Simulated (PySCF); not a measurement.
**TlBi: from constants to spectrum**

ROHF-CCSD(T) constants of TlBi, ³Σ⁻ (triplet), unpaired electrons π ↑↑ (Tl cc-pVDZ-PP with ECP60, Bi cc-pVDZ-PP with ECP60; scalar-relativistic core potentials (PySCF 2.14); masses 204.9744 and 208.9804 u):

| Item | Value |
| --- | --- |
| ωe | 98.5 cm⁻¹ |
| ωexe | 0.185 cm⁻¹ |
| Be | 0.016647 cm⁻¹ |
| αe | 4.07e-05 cm⁻¹ |
| D (centrifugal) | 1.9e-09 cm⁻¹ |
| De to Tl + Bi | 1.10 eV |

(1) Give the vibrational terms G(v) and spacings up to v = 6.

(2) How well does the Morse estimate ωe²/(4ωexe) reproduce De, and what is D0?

Correlated steps freeze 8 core orbitals. Correlated levels converge slowly with the basis: in double zeta they bind strong bonds too weakly, by up to about 1 eV, and carry superposition errors of some tenths. Spin–orbit coupling is left out, which matters for elements this heavy, above all for dissociation energies. The state was picked by a PBE0 search and need not be the measured ground state.

Results:

(1) G(v) = ωe(v+½) − ωexe(v+½)².

```
v  G(v) (cm⁻¹)  G(v) − G(v−1)  Bv (cm⁻¹)
0         49.2                   0.01663
1        147.3           98.1    0.01659
2        245.1           97.8    0.01655
3        342.5           97.4    0.01650
4        439.5           97.0    0.01646
5        536.2           96.6    0.01642
6        632.4           96.3    0.01638
```

(2) It gives 1.63 eV, 148 % of the computed De. D0 = De − G(0) = 1.10 − 0.01 = 1.09 eV.
